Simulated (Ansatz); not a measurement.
`CO[Si](N)(O)O` + `CB[SiH2]N` → `N[SiH2][Si](N)(O)O` + `CBOC`  (redistribution)

Isolated molecules relaxed with PBE0-D4/def2-TZVP in Ansatz; ΔE leaves out vibrations. CCSD(T)/CBS is the MP2 limit (def2-TZVPP, def2-QZVPP) plus CCSD(T) − MP2 in def2-TZVPP, frozen cores. Functionals use def2-TZVPP. B3LYP here is the variant with VWN-RPA as its local correlation; programs differ in this. One conformer a species, not always the lowest.

Task: Is it downhill or uphill in electronic energy at CCSD(T)/CBS, and by how much? (Best estimate.)

Result: Computed: Downhill: ΔE = -10.0 kcal/mol.

Task: What do these levels give: PBE-D4, r2SCAN-D4, B3LYP-D4, ωB97X-V, r2SCAN, B3LYP, SCS-MP2/def2-TZVPP, CCSD(T)/def2-TZVPP, HF/def2-QZVPP, MP2/def2-QZVPP, MP2/CBS(def2), CCSD/CBS(def2)? (Best estimate.)

Result: Computed: PBE-D4 -14.3, r2SCAN-D4 -10.5, B3LYP-D4 -11.4, ωB97X-V -10.3, r2SCAN -10.5, B3LYP -11.4, SCS-MP2/def2-TZVPP -9.8, CCSD(T)/def2-TZVPP -10.2, HF/def2-QZVPP -5.6, MP2/def2-QZVPP -10.2, MP2/CBS(def2) -10.2, CCSD/CBS(def2) -9.0 kcal/mol.

Largest T1 diagnostic among the species: 0.012.

In def2-TZVPP, CCSD(T) changes the Hartree–Fock value by −4.4 kcal/mol (the triples alone add −1.0 kcal/mol) and MP2 by −4.6 kcal/mol. From PBE to PBE0 (25 % exact exchange), in def2-TZVPP and without D4, ΔE moves by +2.4 kcal/mol.
